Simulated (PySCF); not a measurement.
Species: C6H7F2S (doublet state).
Geometry (GFN2-xTB, Å), atoms numbered from 1 in this order:
```
atom  x, y, z in Å
C1     2.4752    0.3126   -0.1518
S2     1.3099    0.3403    1.2447
C3    -0.2039    0.1188    0.3386
C4    -1.6229    0.1193    0.8589
C5    -1.8308   -0.1247   -0.6218
C6    -0.7494    0.9575   -0.8585
C7    -0.6671   -1.1081   -0.4857
F8    -0.8769   -2.2823    0.1451
F9     0.0433   -1.4407   -1.6033
H10    2.3505   -0.6086   -0.7120
H11    2.3080    1.1801   -0.7834
H12    3.4688    0.3534    0.2816
H13   -2.0278   -0.4113    1.6993
H14   -2.7513   -0.2733   -1.1664
H15   -0.1944    0.9032   -1.7919
H16   -1.0389    1.9727   -0.6102
```

The hyperfine couplings belong to this conformer and change with its torsions.

Identity: `CS[C@@]12[CH][C@@H](C1)C2(F)F` [radical].

The calculation used UKS B3LYP, pcH-1 on C F H S, non-relativistic, mean-field spin-orbit, GIAO (PySCF). The structure is a single GFN2-xTB conformer in the gas phase; no vibrational or solvent corrections. Couplings are sensitive to structure, and on GFN2-xTB geometries they can be far from those on DFT ones. Stability of the SCF solution: not tested.

Q: Where do the isotropic ENDOR lines of F9, F8, H13, H15, H16 and H14 fall at 343.2 mT, to first order?

A: For S = 1/2 in fast tumbling each set of equivalent nuclei gives two lines, ν± = |νn ± a/2| to first order, with νn = g_N μN B/h and μN/h = 7.62259 MHz/T.

| nuclei | isotope | g_N | νn (MHz) | a_iso (MHz) | lower line (MHz) | upper line (MHz) |
| --- | --- | --- | --- | --- | --- | --- |
| F9 | 19F | 5.2577 | 13.75 | 117.34 | 44.92 | 72.43 |
| F8 | 19F | 5.2577 | 13.75 | -2.54 | 12.48 | 15.03 |
| H13 | 1H | 5.5857 | 14.61 | 15.61 | 6.81 | 22.42 |
| H15 | 1H | 5.5857 | 14.61 | 12.92 | 8.15 | 21.07 |
| H16 | 1H | 5.5857 | 14.61 | -2.60 | 13.31 | 15.91 |
| H14 | 1H | 5.5857 | 14.61 | 1.15 | 14.04 | 15.19 |

Q: Which pairs are centred on the nuclear Larmor frequency, and which on half the coupling?

A: Centred on νn, since |a| < 2νn: F8, H13, H15, H16 and H14. Centred on |a|/2 and split by 2νn: F9.

Q: At what field would the lower line of F9 fall to zero frequency?

A: Where νn = |a|/2, that is B = 58.67 MHz/(5.2577 × 7.62259 MHz/T) = 1460 mT, as far as first order holds there.

The Mulliken spin populations are largest on C4 (+1.00) and C7 (+0.07). C4 is the only atom above +0.15. The angles at C4 add up to 335.9°, so it is pyramidal.
